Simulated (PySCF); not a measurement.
## Partial charges of `N#Cc1cn[n-]c1F`

C4HFN3 (charge -1).
Structure used (GFN2-xTB), in Å, numbered top down from 1:
```
atom  x, y, z in Å
N1     2.914    0.034   -0.202
C2     1.760    0.024   -0.122
C3     0.383   -0.012   -0.030
C4    -0.493   -1.114   -0.151
N5    -1.748   -0.735   -0.001
N6    -1.782    0.593    0.219
C7    -0.543    1.025    0.203
F8    -0.243    2.335    0.395
H9    -0.234   -2.143   -0.338
```

Density: PBE0/pcSseg-1 (PySCF); schemes: Mulliken, IAO, Hirshfeld and ESP-fitted. Geometry: GFN2-xTB; no solvent, vibrations or thermal averaging. The pcSseg-1 basis has no diffuse functions, a weakness for an anion.

Task: At which atom do the 4 schemes differ most?

Result: At C7: from +0.062 (Hirshfeld) to +0.625 e (ESP-fitted), 0.563 e apart.

Task: For which atoms does the sign change between the 4 schemes (beyond +0.03 e in one, beyond −0.03 e in another)?

Result: C4. Atomic charges aren't observables, and each scheme defines them in its own way.

Task: Which atoms carry the highest charge in the Mulliken, IAO, Hirshfeld and ESP-fitted schemes?

Result: All schemes agree: Mulliken C7 (+0.497); IAO C7 (+0.326); Hirshfeld C7 (+0.062); ESP-fitted C7 (+0.625).

Task: Give the atomic charges in each scheme.

Result: In e:

| atom | environment | Mulliken | IAO | Hirshfeld | ESP-fitted |
| --- | --- | --- | --- | --- | --- |
| N1 | nitrile nitrogen | -0.343 | -0.370 | -0.330 | -0.594 |
| C2 | nitrile carbon | +0.124 | +0.151 | +0.032 | +0.416 |
| C3 | substituted aromatic carbon | -0.509 | -0.260 | -0.114 | -0.435 |
| C4 | aromatic CH next to a ring nitrogen | +0.150 | -0.101 | -0.076 | +0.119 |
| N5 | ring nitrogen | -0.317 | -0.276 | -0.226 | -0.414 |
| N6 | two-coordinate ring nitrogen | -0.334 | -0.308 | -0.247 | -0.484 |
| C7 | aromatic C–F carbon | +0.497 | +0.326 | +0.062 | +0.625 |
| F8 | aryl fluorine | -0.304 | -0.293 | -0.128 | -0.295 |
| H9 | aromatic hydrogen | +0.037 | +0.130 | +0.026 | +0.062 |

Mean size of the charges over all atoms: ESP-fitted 0.383 e, Mulliken 0.291 e, IAO 0.246 e, Hirshfeld 0.138 e. Each set sums to the total charge, -1, to within 0.001 e. The Hirshfeld scheme divides the density at each point in proportion to the densities of the neutral, spherically averaged free atoms. The IAO scheme projects the occupied orbitals on a minimal set of polarised atomic orbitals and counts the electrons in each atom's part of it.

Task: How many electrons does the ESP-fitted scheme count on F8?

Result: Z − q = 9 − (-0.295) = 9.295.

Task: How closely do the schemes follow one another over all atoms?

Result: Correlation coefficient and root-mean-square difference: IAO with ESP-fitted 0.96, 0.195 e; Mulliken with ESP-fitted 0.95, 0.150 e; IAO with Hirshfeld 0.91, 0.130 e; Mulliken with IAO 0.91, 0.136 e; Hirshfeld with ESP-fitted 0.90, 0.297 e; Mulliken with Hirshfeld 0.77, 0.224 e.

Task: Sum the charges by element, for elements with more than one atom.

Result: 
```tsv
element	atoms	Mulliken	IAO	Hirshfeld	ESP-fitted
N	3	-0.994	-0.954	-0.803	-1.492
C	4	+0.261	+0.117	-0.095	+0.725
```
